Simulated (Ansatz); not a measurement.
Cost and result up the ladder for CdMe(NH2) (CH5CdN) (8 atoms). Total charge 0; singlet. Geometry: PBE-D4/def2-TZVP.

Cartesian coordinates in Å:
```
Cd -0.009 0.075 0.320
C -0.212 -0.379 -1.727
H 0.777 -0.527 -2.179
H -0.723 0.443 -2.246
H -0.802 -1.297 -1.849
N 0.000 0.541 2.306
H 0.581 1.361 2.501
H 0.389 -0.217 2.873
```

Ansatz on 4 threads of Intel Xeon on a shared host. Times are rough, and most runs start from the orbitals of an earlier one. ωB97M-V/def2-TZVP serves as the yardstick here, not as an exact answer. Differences are given only for rows in sets of like size (and for xTB, whose basis is part of the method), since another set adds its own error. Binding counts from free atoms at the same level (Cd singlet, C triplet, H doublet, N quartet; other spins of the atoms weren't run), without zero-point energy or a counterpoise term.

In the def2 sets Cd takes a core potential; there is no spin–orbit coupling. B3LYP takes the VWN-RPA correlation. Correlated methods freeze 2 core orbitals; core or outer-core shells of Cd are correlated, in sets that lack core-valence functions.

Correlated methods converge slowly with the basis.

```tsv
level	functions	binding energy per atom (eV)	difference from ωB97M-V/def2-TZVP (eV)
r2SCAN-D4/def2-TZVP (with forces)	132	3.09	-0.02
B97M-V/def2-TZVP	132	3.07	-0.04
CCSD(T)/def2-TZVPP	188	3.02	-0.09
revPBE-D4/def2-TZVP	132	3.07	-0.04
PBE-D4/def2-TZVP	132	3.15	0.04
PBE0-D4/def2-TZVP	132	3.09	-0.02
MP2/def2-TZVP	132	3.00	-0.11
r2SCANh-D4/def2-TZVP	132	3.07	-0.04
ωB97M-V/def2-TZVP	132	3.11	0.00
LDA (SPW92)/def2-TZVP	132	3.55	0.44
PBE0-D4/def2-SVP	84	3.09	–
B3LYP-D4/def2-TZVP	132	3.09	-0.02
PBE-D4/def2-SVP	84	3.14	–
```

Estimate how long each takes.

PBE-D4/def2-SVP 1.4 s; PBE0-D4/def2-SVP 1.5 s; LDA (SPW92)/def2-TZVP 1.6 s; PBE-D4/def2-TZVP 1.6 s; MP2/def2-TZVP 1.8 s; revPBE-D4/def2-TZVP 2 s; PBE0-D4/def2-TZVP 2 s; B3LYP-D4/def2-TZVP 2.3 s; r2SCANh-D4/def2-TZVP 3.2 s; r2SCAN-D4/def2-TZVP (with forces) 3.4 s; B97M-V/def2-TZVP 6 s; ωB97M-V/def2-TZVP 6.5 s; CCSD(T)/def2-TZVPP 92 s. On shared hardware such times vary by a factor of up to 3.
